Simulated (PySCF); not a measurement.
Input file for PySCF: R-HF/3-21G on CH5Al (SMILES [CH3][AlH2]), a point of a bond scan (R = 3.910 Å).

```python
from pyscf import gto, scf, dft, mp
from pyscf.data.elements import chemcore

mol = gto.M(
    atom='''
    C    -1.23512650   -0.09453057   -0.00078552
    Al    2.66402444    0.19333277   -0.00429826
    H    -1.68013597    0.54438206   -0.76954883
    H    -1.59248422   -1.11401399   -0.15613004
    H    -1.63918751    0.25553852    0.95567754
    H     3.34830465    1.62202744    0.02805766
    H     3.58557637   -1.09510168   -0.02381145
    ''',
    basis='3-21g',
    charge=0, spin=0, verbose=3, max_memory=1800)
mf = scf.RHF(mol)
mf.conv_tol = 1e-8
mf.max_cycle = 100
mf.kernel()
if not mf.converged:
    mf = mf.newton().run(mf.mo_coeff, mf.mo_occ)
```

The log:

```
converged SCF energy = -280.938293941864
```

The run converged.

Cost: about 0.14 core-seconds (a rough figure).
